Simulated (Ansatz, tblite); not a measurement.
Removing and adding an electron: MoN(NH2)3 (MoN₄H₆). Total charge 0; singlet. Geometry: PBE-D4/def2-SVP. Ansatz, gas phase; energy differences of separate SCF runs; the oxidised species was run as a doublet alone; the reduced species was run as a doublet alone.

```xyz
11

Mo    0.320    0.101    0.056
N     1.873    0.586    0.325
N    -0.777    1.326    1.119
H    -0.418    2.088    1.700
H    -1.801    1.296    1.175
N     0.265   -1.755    0.681
H    -0.565   -2.357    0.655
H     1.055   -2.267    1.082
N     0.068    0.290   -1.877
H    -0.798    0.067   -2.380
H     0.777    0.624   -2.536
```

In the def2 sets Mo takes a core potential; there is no spin–orbit coupling. The xTB rows come from tblite. B3LYP takes the VWN-RPA correlation. HOMO above LUMO, or a gap near zero within one spin, warns that the state may not be the lowest or that an electron is smeared out.

```
                level  −HOMO (eV)  vertical IE (eV)  −LUMO (eV)  vertical EA (eV)  HOMO–LUMO gap (eV)  IE − EA (eV)                                                                                                            remarks
LDA (SPW92)/def2-TZVP        5.78              8.64        1.81                 –                3.96             –                                                                            restricted SCF unstable in HF (singlet)
     PBE-D4/def2-TZVP        5.58              8.40        1.63                 –                3.95             –                                                                                                                  –
    PBE-D4/def2-TZVPD        5.66                 –        1.72             -0.45                3.94             –  HOMO above zero (-1 doublet), gap within one spin near zero (-1 doublet), restricted SCF unstable in HF (singlet)
  r2SCAN-D4/def2-TZVP        5.86              8.47        1.55                 –                4.31             –                                                                            restricted SCF unstable in HF (singlet)
 r2SCAN-D4/def2-TZVPD        5.91                 –        1.61             -0.62                4.30             –  HOMO above zero (-1 doublet), gap within one spin near zero (-1 doublet), restricted SCF unstable in HF (singlet)
   PBE0-D4/def2-TZVPD        6.92                 –        0.91             -0.58                6.01             –                                              HOMO above zero (-1 doublet), restricted SCF unstable in HF (singlet)
```

(1) Estimate the rows for GFN1-xTB, GFN2-xTB, BLYP-D4/def2-TZVP, B3LYP-D4/def2-TZVP, PBE0-D4/def2-TZVP, ωB97X-V/def2-TZVP.

Results:

(1) 
```
             level  −HOMO (eV)  vertical IE (eV)  −LUMO (eV)  vertical EA (eV)  HOMO–LUMO gap (eV)  IE − EA (eV)                                                                              remarks
          GFN1-xTB       10.64             13.61        7.11              4.23                3.53          9.38                                                                                    –
          GFN2-xTB        8.47             12.46        6.21              3.23                2.27          9.23                                                                                    –
 BLYP-D4/def2-TZVP        5.46              8.31        1.54                 –                3.92             –                                              restricted SCF unstable in HF (singlet)
B3LYP-D4/def2-TZVP        6.64              8.67        1.06                 –                5.58             –                                              restricted SCF unstable in HF (singlet)
 PBE0-D4/def2-TZVP        6.86              8.65        0.82                 –                6.04             –  restricted SCF unstable in HF (singlet), spin-contaminated (⟨S²⟩ 0.83) (+1 doublet)
 ωB97X-V/def2-TZVP        9.16              8.95       -1.33                 –               10.49             –  restricted SCF unstable in HF (singlet), spin-contaminated (⟨S²⟩ 0.86) (+1 doublet)
```

Run but left out: B2PLYP/def2-TZVP (singlet: restricted singlet, unstable in another Hartree–Fock run and untested here).   A HOMO above zero means that the electron is unbound at that level or that self-interaction error raises the level; the energy of removing that electron tells which. Raw xTB energy differences between charge states are shifted by several eV; the methods need an empirical correction for them. A negative affinity means that the extra electron isn't bound; its size then hangs on the basis.
